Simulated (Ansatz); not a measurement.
# Match the barriers

Saddle point of SnSiH₇Cl, singlet (SnH₃Cl ([Cl][SnH3]) + SiH₄ → SnSiH₆ ([SiH3][SnH3]) + HCl; bonds formed: Sn1–Si7, Cl2–H6; bonds broken: Sn1–Cl2, H6–Si7), PBE0-D4/def2-TZVP structure:

Sn1  (-0.700, 0.469, -1.140)
Cl2  (1.942, 1.435, -0.893)
H3  (-0.176, -0.218, -2.593)
H4  (-1.990, -0.498, -0.505)
H5  (-1.156, 2.094, -1.059)
H6  (0.960, 0.382, 0.046)
Si7  (0.307, -0.714, 1.255)
H8  (-0.794, -0.187, 2.096)
H9  (0.012, -2.097, 0.805)
H10  (1.596, -0.666, 1.989)
(Å)

Ansatz 0.2.0; basis: def2-TZVPP, with def2-QZVPP for the basis limit; cores frozen in the correlated methods. Filled d shells of the heavier atoms are correlated. Core potentials replace the inner electrons of the atoms past krypton. The def2 sets are not built for correlating such inner shells, so the correlated values are less sure here. Extrapolation: Hartree–Fock as exp(−7.88 √X), correlation as X^−2.97. Four methods, as single points on the PBE0-D4 structures, gave these electronic barriers from the start structure: 146.9, 196.2, 226.4, 298.4 kJ/mol.

The methods were, in alphabetical order, HF, MP2, PBE0-D4, SPW92. Which gave which? (Judge from chemistry; the calculation decides.)

Computed: SPW92 146.9; PBE0-D4 196.2; MP2 226.4; HF 298.4 kJ/mol. For comparison, CCSD(T) at an estimated basis limit (MP2 extrapolated from triple and quadruple zeta, plus CCSD(T) − MP2 in triple zeta) gives 215.8 kJ/mol.

T1 diagnostic: at most 0.015. The start structure is not quite a true minimum (one mode of 33i cm⁻¹).

Labels in which every atom is bracketed show which atoms are joined, not bond orders.

For scale, one of the runs: CCSD(T)/def2-TZVPP, 232 basis functions, launched by `ansatz run in.yaml --threads 4 --pin off --events-out ev --progress --plain --max-ram 9574MiB`. Time: 2.3 min of wall clock on 4 CPU threads of an Intel Xeon; the host was shared. Peak host memory: 4.1 GiB.
